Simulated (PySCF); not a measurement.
Radial density of S(2+) (sulfur, charge +2)

UHF, [Ne] 3s1 3p3, high-spin 5S determinant (an excited configuration). Calculation: PySCF 2.14, in x2c-QZVPPall (9s6p4d2f1g, 70 functions); scalar relativity by spin-free X2C-1e.

```csv
r (bohr),4πr²ρ (e/bohr),4πr²(ρα − ρβ)
0.00190,0.1320,0.0005
0.00319,0.3470,0.0014
0.00536,0.8887,0.0036
0.00902,2.178,0.0087
0.0152,4.954,0.0197
0.0255,9.912,0.0393
0.0429,15.98,0.0643
0.0722,18.23,0.0893
0.121,13.72,0.1798
0.204,13.09,0.4856
0.344,17.69,0.5451
0.578,9.666,-0.0269
0.972,2.666,1.4883
1.64,2.681,2.6674
2.75,0.5590,0.5590
4.63,0.007780,0.0078
```

Densities and radii are taken from the X2C orbitals without a picture-change correction, which distorts them close to the nucleus.

Q: Where is the radial spin density 4πr²(ρα − ρβ) most negative, and why is it negative at all?

A: Around r = 0.578 bohr, down to -0.0269 e/bohr: exchange with the open shell polarises the paired shells in an unrestricted calculation.
